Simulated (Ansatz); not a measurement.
Calculated with Ansatz (gas phase, PBE0-D4/def2-TZVP geometries, no zero-point term in ΔE). CCSD(T)/CBS is the MP2 limit (def2-TZVPP, def2-QZVPP) plus CCSD(T) − MP2 in def2-TZVPP, frozen cores. DFT in def2-TZVPP. B3LYP here is the variant with VWN-RPA as its local correlation; programs differ in this. For Br outer-core shells are correlated without core-valence functions, which leaves a few kJ/mol of doubt a bond. Scalar relativity is left out up to krypton.

`[SiH3]C(Cl)Br` → `C[SiH](Cl)Br`  (isomerisation)

Problem. Is it downhill or uphill in electronic energy at CCSD(T)/CBS, and by how much? (An estimate is asked.)

Solution. Computed: Downhill: ΔE = -81.7 kcal/mol.

Problem. What do these levels give: PBE-D4, PBE0-D4, B3LYP-D4, ωB97X-V, PBE, PBE0, HF/def2-QZVPP, MP2/def2-QZVPP, SCS-MP2/def2-QZVPP, HF/CBS(def2), MP2/CBS(def2), CCSD/CBS(def2)? (An estimate is asked.)

Solution. Computed: PBE-D4 -78.7, PBE0-D4 -82.0, B3LYP-D4 -80.3, ωB97X-V -81.2, PBE -78.9, PBE0 -82.2, HF/def2-QZVPP -85.7, MP2/def2-QZVPP -83.5, SCS-MP2/def2-QZVPP -81.6, HF/CBS(def2) -85.7, MP2/CBS(def2) -84.2, CCSD/CBS(def2) -82.9 kcal/mol.

Largest T1 diagnostic among the species: 0.009.

From PBE to PBE0 (25 % exact exchange), in def2-TZVPP and without D4, ΔE moves by −3.2 kcal/mol. In def2-TZVPP, CCSD(T) changes the Hartree–Fock value by +5.5 kcal/mol (the triples alone add +1.1 kcal/mol) and MP2 by +3.1 kcal/mol.
